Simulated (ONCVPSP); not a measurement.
## Scattering properties, ONCV potential for bromine

```
Element                 : Br (Z = 35)
Generator               : ONCVPSP 4.0.1
Type                    : optimised norm-conserving Vanderbilt (ONCV)
Functional              : PBE
Relativity              : scalar-relativistic
Frozen core             : [Ne]
Valence charge          : 25
Reference configuration : 3s2 3p6 3d10 4s2 4p5
Partial waves           : 3s+4s: rc 0.75 bohr, ncon 4, nbas 8, qcut 16.1 1/bohr, 2 projectors; 3p+4p: rc 0.90 bohr, ncon 3, nbas 6, qcut 17.1 1/bohr, 2 projectors; 3d: rc 1.15 bohr, ncon 3, nbas 7, qcut 11.4 1/bohr, 2 projectors, debl 1.1 Ha
Local potential         : polynomial inside 0.60 bohr (lpopt 5, dvloc0 2 Ha)
Core correction         : none
```

In the d channel the program set the typed energies aside and used -2.452, 0.250 Ha.

The phase is arctan(r·R′/R) of the radial function R(r), unwrapped; energies in Ha, scanned from -10 to 5 Ha. A pole is an energy at which the radial function vanishes at the test radius. The pseudo phase is shifted by a multiple of π to meet the all-electron one at the reference energy, and phase errors are pseudo minus all-electron; the curves can meet again beyond the range given. Levels narrower than the energy grid can be missing from the lists of poles.

Task: For each channel, where are the poles, and over which energies does the pseudopotential scatter like the atom?

Result:

| channel | radius (bohr) | reference energy (Ha) | poles, all-electron | poles, pseudo | unbroken range about the reference energy with phases within 0.05 rad | phase error 1 Ha above the reference energy (rad) |
| --- | --- | --- | --- | --- | --- | --- |
| s | 0.76 | -0.74 | -4.54 | -4.54 | the whole range | +0.000 |
| p | 0.91 | -0.29 | -4.82 | -4.82 | the whole range | +0.000 |
| d | 1.17 | -2.45 | -1.99 | -1.99 | the whole range | -0.000 |

Phases in the d channel:

| E (Ha) | all-electron | pseudo |
| --- | --- | --- |
| -9.96 | 1.323 | 1.322 |
| -9.16 | 1.308 | 1.307 |
| -8.36 | 1.289 | 1.288 |
| -7.56 | 1.266 | 1.266 |
| -6.76 | 1.237 | 1.236 |
| -5.96 | 1.196 | 1.195 |
| -5.16 | 1.133 | 1.132 |
| -4.36 | 1.015 | 1.014 |
| -3.56 | 0.678 | 0.677 |
| -2.76 | -0.840 | -0.841 |
| -1.96 | -1.583 | -1.583 |
| -1.16 | -1.795 | -1.795 |
| -0.36 | -1.941 | -1.941 |
| 0.44 | -2.107 | -2.107 |
| 1.24 | -2.360 | -2.361 |
| 2.04 | -2.806 | -2.808 |
| 2.84 | -3.445 | -3.448 |
| 3.64 | -3.945 | -3.948 |
| 4.44 | -4.221 | -4.224 |
